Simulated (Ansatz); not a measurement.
## Ansatz (development build ahead of 0.2.0) run

```yaml
crystal:
  periodic: [false, false, false]
  atoms:
    - { symbol: B, position_ang: [0.0, 0.0, 0.0] }
    - { symbol: Li, position_ang: [0.0, 3.0719, 0.0] }
    - { symbol: Be, position_ang: [0.0, -2.6082, 0.0] }
basis:
  gaussian: { orbitals: pcseg-2 }
magnetization:
  spin_polarized: true
hamiltonian:
  xc: { name: wB97X }
```

The input is written out in the form of the current development build from the run's settings.

Results

- Converged: yes
- Total energy: -46.82520 hartree
- Spin squared of the determinant: 1.076
- Stability test: minimum

Caution: the unrestricted determinant is a mixture of spin states.
